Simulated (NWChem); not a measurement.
# Correlation energy of CH3BO

SMILES: B.[C-]#[O+]
```xyz
6

B      1.2813     0.3800     0.0000
H      1.7441    -0.0986     1.0226
H      1.7441    -0.0986    -1.0226
H      1.2403     1.5995     0.0000
O     -1.2605    -0.3738     0.0000
C     -0.1752    -0.0520     0.0000
```
Charge 0, spin multiplicity 1.

Program: NWChem. The geometry was optimised at PBE0/def2-SVP, a minimum by its harmonic frequencies.

Basis set: cc-pVDZ. Each correlation energy counts from its own Hartree-Fock reference.

The correlated methods keep 3 core orbitals frozen. The structure started from a generated list of species. Coupled-cluster values serve here as a point of comparison, not as the truth.

Task: One of these methods gave a correlation energy of -407.8 mHa. Which?
A. SCS-MP2
B. RI-MP2
C. CCSD
D. CR-CCSD[T]

Result: B, RI-MP2. The others give -402.3 (SCS-MP2), -444.6 (CR-CCSD[T]), -431.1 (CCSD).
